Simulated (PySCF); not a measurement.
C8H10Ge, SMILES C=Cc1cccc[c]1[GeH3] (GFN2-xTB optimised geometry):

```
19

C     -2.625    -1.872     0.370
C     -1.362    -1.682     0.012
C     -0.648    -0.412     0.000
C     -1.324     0.808    -0.019
C     -0.634     2.005    -0.025
C      0.751     2.005    -0.013
C      1.430     0.801     0.000
C      0.754    -0.412     0.000
Ge     1.814    -2.056     0.032
H     -3.073    -2.851     0.354
H     -3.260    -1.068     0.702
H     -0.765    -2.539    -0.289
H     -2.403     0.817    -0.044
H     -1.176     2.939    -0.043
H      1.296     2.938    -0.018
H      2.513     0.798     0.007
H      1.489    -2.939     1.195
H      1.645    -2.886    -1.205
H      3.260    -1.687     0.125
```

Method: PBE/def2-SVP (PySCF).

**Question.** What are the frontier orbital energies and the dipole moment?

**Answer.** HOMO-2 -7.35 eV, HOMO-1 -6.39 eV, HOMO -5.74 eV, LUMO -1.94 eV, LUMO+1 -1.24 eV; dipole moment 0.82 D.

On the same geometry PBE0/def2-SVP run with PySCF 2.14.0 gives HOMO-2 -8.67 eV, HOMO-1 -7.42 eV, HOMO -6.70 eV, LUMO -1.10 eV, LUMO+1 -0.35 eV; dipole moment 0.82 D.

Meta-Löwdin charges at PBE/def2-SVP: C1 -0.23, C2 -0.09, C3 0.01, C4 -0.10, C5 -0.10, C6 -0.11, C7 -0.10, C8 -0.16, Ge9 0.29, H10 0.11, H11 0.11, H12 0.10, H13 0.11, H14 0.11, H15 0.11, H16 0.10, H17 -0.05, H18 -0.05, H19 -0.05.
